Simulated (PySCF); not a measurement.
Compound: C7H12F2O.
Z-matrix (Å and degrees, GFN2-xTB geometry), rows numbered from 1:
```
F 
C   1  1.3571
F   2  1.3565  1  105.62
C   2  1.5265  1  111.17  3  -120.69
C   4  1.5335  2  109.32  1   -60.99
C   5  1.5297  4  112.18  2   165.33
C   6  1.5356  5  113.00  4    86.42
O   7  1.4079  6  115.44  5   -34.80
C   8  1.4098  7  116.22  6   -48.01
C   4  1.5307  2  108.76  1   174.75
H   2  1.1010  1  107.57  3   114.73
H   4  1.0963  2  106.83  1    56.76
H   5  1.0915  4  109.61  2   -72.72
H   5  1.0919  4  108.32  2    45.17
H   6  1.0906  5  109.79  4  -153.64
H   6  1.0917  5  109.12  4   -36.48
H   7  1.0932  6  110.00  5    82.33
H   7  1.1018  6  108.97  5  -159.10
H   9  1.0956  8  111.27  7   -28.68
H   9  1.0949  8  105.82  7  -146.12
H  10  1.0911  4  109.27  2   -63.32
H  10  1.0923  4  109.29  2    54.95
```

Probes without a nucleus sit at each ring's centroid and 1 Å off its mean plane on both sides; NICS is minus the shielding there, NICSzz its component along the normal. Level: GIAO PBE0/pcSseg-1 (PySCF, non-relativistic, gas phase) on the GFN2-xTB geometry, one conformer.

Ring bond lengths (Å), with Mayer bond orders in brackets: C4–C5 1.534 (0.99), C5–C6 1.530 (1.02), C6–C7 1.536 (1.03), C7–O8 1.408 (0.93), O8–C9 1.410 (0.93), C9–C10 1.532 (1.04), C10–C4 1.531 (1.00).

**Question.** Give the NICS values of each ring in ppm.

**Answer.** 
```tsv
ring	type	NICS(0)	NICS(1), two faces	NICS(1)zz, two faces	rms pucker (Å)	centre to ring atoms, mean (Å)
C4–C5–C6–C7–O8–C9–C10	7-membered ring with O; formal bonds all single	-3.0	-2.5 / -2.1	3.0 / 2.6	0.32	1.61
```

**Question.** What do they say, and how far can they be read as aromaticity?

**Answer.** 
- C4–C5–C6–C7–O8–C9–C10: mean NICS(1)zz 2.8 ppm, near zero. C4, C5, C6, C7, C9, C10 have four or more neighbours, and the NICS criterion for π rings isn't applied.

**Question.** How shielded are the nuclei of the rings and their hydrogens (means over atoms taken as equivalent)?

**Answer.** 
```
atoms                 environment  σ isotropic (ppm)  principal values of the symmetric part, first atom (ppm)
   C4               sp3 CH carbon              135.4                                       122.1, 132.1, 152.1
   C5             ring CH2 carbon              160.4                                       149.5, 162.4, 169.4
   C6             ring CH2 carbon              155.1                                       139.3, 152.7, 173.3
   C7  sp3 carbon bound to oxygen              115.2                                        84.4, 103.0, 158.2
   O8         cyclic ether oxygen              296.0                                       267.6, 290.9, 329.4
   C9  sp3 carbon bound to oxygen              118.4                                        84.5, 108.9, 162.0
  C10             ring CH2 carbon              150.5                                       142.6, 150.5, 158.4
  H12            methine hydrogen              30.18                                          27.7, 29.2, 33.7
  H13          methylene hydrogen              30.36                                          27.4, 29.0, 34.7
  H14          methylene hydrogen              29.77                                          23.0, 30.5, 35.9
  H15          methylene hydrogen              29.85                                          24.7, 28.1, 36.8
  H16          methylene hydrogen              30.05                                          26.9, 28.6, 34.6
  H17          methylene hydrogen              27.84                                          22.4, 26.9, 34.1
  H18          methylene hydrogen              27.75                                          22.4, 27.2, 33.6
```

The list is cut; further classes of hydrogen are left out.

Hardware: x86-64 server, one thread (shared host). Cost: 57 s. This is the whole shielding run at PBE0/pcSseg-1, SCF included.
